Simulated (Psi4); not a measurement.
OZn, singlet, at a GFN2-xTB geometry (such geometries of metal compounds can be far from the true shape); PBE0/def2-SVP (Psi4).

Psi4 was given this input:
```
memory 2 GB

molecule mol {
0 1
Zn   -0.000000   -0.000000   -0.338227
O     0.000000    0.000000    1.268352
}

set {
  basis def2-svp
  reference rks
}

energy('pbe0')
print_variables()
```

It wrote (shortened):

```
   => Loading Basis Set <=

    Name: DEF2-SVP
    Role: ORBITAL
    Keyword: BASIS

         ---------------------------------------------------------
                                   SCF
               by Justin Turney, Rob Parrish, Andy Simmonett
                          and Daniel G. A. Smith
                              RKS Reference
         ---------------------------------------------------------

  ==> Geometry <==

    Molecular point group: c2v
    Full point group: C_inf_v

    Geometry (in Angstrom), charge = 0, multiplicity = 1:

       Center              X                  Y                   Z               Mass
    ------------   -----------------  -----------------  -----------------  -----------------
         ZN           0.000000000000     0.000000000000    -0.321518889534    63.929142010000
         O            0.000000000000     0.000000000000     1.285060110466    15.994914619570

  Running in c2v symmetry.

  Rotational constants: A = ************  B =      0.51049  C =      0.51049 [cm^-1]
  Rotational constants: A = ************  B =  15304.16870  C =  15304.16870 [MHz]
  Nuclear repulsion =   79.051531584067774

  Charge       = 0
  Multiplicity = 1
  Electrons    = 38
  Nalpha       = 19
  Nbeta        = 19

  ==> Algorithm <==

  SCF Algorithm Type is DF.
  DIIS enabled.
  MOM disabled.
  Fractional occupation disabled.
  Guess Type is SAD.
  Energy threshold   = 1.00e-06
  Density threshold  = 1.00e-06
  Integral threshold = 1.00e-12

  ==> Primary Basis <==

  Basis Set: DEF2-SVP
    Blend: DEF2-SVP
    Number of shells: 17
    Number of basis functions: 45
    Number of Cartesian functions: 51
    Spherical Harmonics?: true
    Max angular momentum: 3

  ==> DFT Potential <==

   => LibXC <=

    Version 7.1.2
    S. Lehtola, C. Steigemann, M. J. T. Oliveira, and M. A. L. Marques,  SoftwareX 7, 1–5 (2018) (10.1016/j.softx.2017.11.002)

   => Composite Functional: PBE0 <=

    PBE0 Hyb-GGA Exchange-Correlation Functional

    C. Adamo and V. Barone,  J. Chem. Phys. 110, 6158 (1999) (10.1063/1.478522)
    M. Ernzerhof and G. E. Scuseria,  J. Chem. Phys. 110, 5029 (1999) (10.1063/1.478401)

    Deriv               =              1
    GGA                 =           TRUE
    Meta                =          FALSE

    Exchange Hybrid     =           TRUE
    MP2 Hybrid          =          FALSE

   => Exchange Functionals <=

    0.7500   Perdew, Burke & Ernzerhof

   => Exact (HF) Exchange <=

    0.2500               HF
[...]
   @DF-RKS iter   7: -1853.83583616498777   -4.19438e-04   1.50494e-03 DIIS/ADIIS
   @DF-RKS iter   8: -1853.83644832820255   -6.12163e-04   4.83052e-04 DIIS/ADIIS
   @DF-RKS iter   9: -1853.83651986406608   -7.15359e-05   8.45720e-05 DIIS
   @DF-RKS iter  10: -1853.83652206095076   -2.19688e-06   7.22770e-06 DIIS
   @DF-RKS iter  11: -1853.83652207737805   -1.64273e-08   8.39195e-07 DIIS
  Energy and wave function converged.

  ==> Post-Iterations <==

   Electrons on quadrature grid:
      Ntotal   =   38.0000112014 ; deviation = 1.120e-05

    Orbital Energies [Eh]
    ---------------------

    Doubly Occupied:

[...]
       4B2    -0.239718

    Virtual:

[...]
    Final Occupation by Irrep:
             A1    A2    B1    B2
    DOCC [    10,    1,    4,    4 ]
    NA   [    10,    1,    4,    4 ]
    NB   [    10,    1,    4,    4 ]

  @DF-RKS Final Energy: -1853.83652207737805

   => Energetics <=

    Nuclear Repulsion Energy =             79.0515315840677744
    One-Electron Energy =               -2743.3615764354203748
    Two-Electron Energy =                 870.4358126024992544
    DFT Exchange-Correlation Energy =     -59.9622898285248169
    Empirical Dispersion Energy =           0.0000000000000000
    VV10 Nonlocal Energy =                  0.0000000000000000
    Total Energy =                      -1853.8365220773782767

Computation Completed

Properties will be evaluated at   0.000000,   0.000000,   0.000000 [a0]

Properties computed using the SCF density matrix

 Multipole Moments:

 ------------------------------------------------------------------------------------
     Multipole            Electronic (a.u.)      Nuclear  (a.u.)        Total (a.u.)
 ------------------------------------------------------------------------------------

 L = 1.  Multiply by 2.5417464519 to convert [e a0] to [Debye]
 Dipole X            :          0.0000000            0.0000000            0.0000000
 Dipole Y            :          0.0000000            0.0000000            0.0000000
 Dipole Z            :         -3.3400529            1.1998139           -2.1402390
 Magnitude           :                                                    2.1402390

 ------------------------------------------------------------------------------------

  Variable Map:
  ----------------------------------------------------------------------------
[...]
  Array Variable Map:
  ----------------------------------------------------------------------------
[...]
[...]
```
